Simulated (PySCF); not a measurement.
diboron tetrachloride (B2Cl4), singlet, at a GFN2-xTB geometry. Base run: R2SCAN/STO-3G (PySCF).

Geometry (Å):
```xyz
6

Cl    -1.7223    -1.2081     0.8920
B     -0.8453    -0.0785    -0.0647
Cl    -1.7598     0.8846    -1.1585
B      0.8453     0.0785     0.0647
Cl     1.9151    -0.8548    -0.9074
Cl     1.5670     1.1782     1.1738
```
All else is at PySCF's defaults.
Base energy -1869.93953 Eh.

The base run was repeated with changes; each row names its change, and settings that it needs were set with it.

| change | ΔE vs base (mEh) | grid points | electrons on the grid |
|---|---|---|---|
| base | 0.000 | 103616 | 78.00000 |
| grids.atom_grid = (150, 974) | 0.768 | 451488 | 78.00000 |
| grids.level = 1 | 12.494 | 35624 | 78.00001 |
| grids.becke_scheme = stratmann | 0.004 | 103616 | 78.00000 |
| grids.radi_method = mura_knowles | 0.820 | 95480 | 78.00000 |
| grids.atom_grid = (50, 194) | 12.454 | 38280 | 77.99999 |
| grids.radi_method = gauss_chebyshev | 0.702 | 100880 | 78.00000 |
| grids.prune = off | 0.000 | 184184 | 78.00000 |
| grids.atom_grid = (75, 302) | 1.374 | 82696 | 78.00000 |
| grids.radi_method = delley | 0.595 | 105752 | 78.00000 |
| grids.level = 0 | -303.3 | 8672 | 78.01777 |
